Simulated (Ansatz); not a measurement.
Species: [Ti(H)4] (charge 0, multiplicity 1), formula H₄Ti.

**Question.** How many basis functions does frozen-core CCSD(T)/def2-TZVPP // TPSS-D3(BJ)/def2-SVP (Ansatz, a quantum-chemistry and plane-wave program) use, how many core orbitals are frozen, and how many electrons are correlated?

**Answer.** 120 basis functions and 5 frozen orbitals, which leaves 16 correlated electrons. Core time is of the order of seconds.
